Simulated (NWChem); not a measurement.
# C$_{4}$H$_{3}$N; SMILES C#CCC#N

```xyz
8

C      0.5835    -2.1932     0.0000
C     -0.0617    -1.1715     0.0000
C     -0.8549     0.0546     0.0000
C     -0.0470     1.2758     0.0000
N      0.5757     2.2497     0.0000
H      1.1615    -3.0993     0.0000
H     -1.5163     0.0786     0.8833
H     -1.5163     0.0786    -0.8833
```
Atoms are numbered in this order, from 1.

Results from NWChem. Geometry optimised at PBE0/def2-SVP; all other runs use it. Pople sets run with spherical d functions. Vzz has the sign of the potential's second derivative.

| quantity | level | value |
|---|---|---|
| dipole in solution (D) in dichloromethane | M05-2X/def2-SVP, SMD | ? |
| charge (e), Mulliken N5 | B3LYP/def2-SVP | ? |
| Vzz N5 (a.u.) | PBE/def2-SVP | -0.755 |
| first 1s excitation (eV), N K edge, unshifted | BHandHLYP/6-311G**, TDA | 397.3 |
| dipole (D) | PBE0/def2-SVP | ? |
| highest harmonic frequency (cm⁻¹) | PBE0/def2-SVP | 3489 |

Question: Complete the blanks.

Answer: 
- dipole in solution (D) in dichloromethane, value: 4.45
- charge (e), Mulliken N5, value: 0.05
- dipole (D), value: 3.56
